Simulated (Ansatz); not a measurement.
CHBr (SMILES [CH]Br): geometry of the low-spin state from B3LYP-D3(BJ)/def2-TZVP.
(charge 0, multiplicity 1):
```json
[
 {"atom": "C", "x (Å)": "-1.4277", "y (Å)": "0.6063", "z (Å)": "0.0000"},
 {"atom": "Br", "x (Å)": "0.3028", "y (Å)": "-0.0947", "z (Å)": "0.0000"},
 {"atom": "H", "x (Å)": "-2.0332", "y (Å)": "-0.3225", "z (Å)": "0.0000"}
]
```
The high-spin state stands at its own minimum; R- takes a restricted low-spin state.

The values were computed with Ansatz (Gaussian basis) for Hartree–Fock, density functionals and correlated methods. Values without a source in brackets are computed.

The gap E(multiplicity 1) − E(multiplicity 3) (kcal/mol) and the share of exact exchange:

```csv
functional,exact exchange (%),value
R-PBE/def2-TZVPP,0,-2.38
R-PBE0/def2-TZVPP,25,1.47
R-B3LYP/def2-TZVPP,20,-3.15
R-BHLYP/def2-TZVPP,50,0.63
R-r2SCAN/def2-TZVPP,0,4.48
```

### Question
Take the value as linear in the share of exact exchange along PBE and PBE0. Give the slope, say whether the sign turns, and set the other functionals against that line.

### Answer

Slope: (1.47 − (-2.38))/2.5 = 1.54 kcal/mol for each 10 %. The line crosses zero at 15 %, where the sign would turn. At 50 % it gives 5.3 kcal/mol. From B3LYP to BHLYP the slope is (0.63 − (-3.15))/3 = 1.26 for each 10 %. BHLYP, at 50 %, lies -4.7 from the PBE line. B3LYP, at 20 %, lies -3.9 from the PBE line. r2SCAN, with none, stands 6.9 from PBE.

Doubts at one or more of the structures used: a restricted determinant that unrestricted orbitals would lower (R-PBE/def2-TZVPP, R-PBE0/def2-TZVPP, R-B3LYP/def2-TZVPP, R-BHLYP/def2-TZVPP, R-r2SCAN/def2-TZVPP).

Ansatz is a first-principles code.
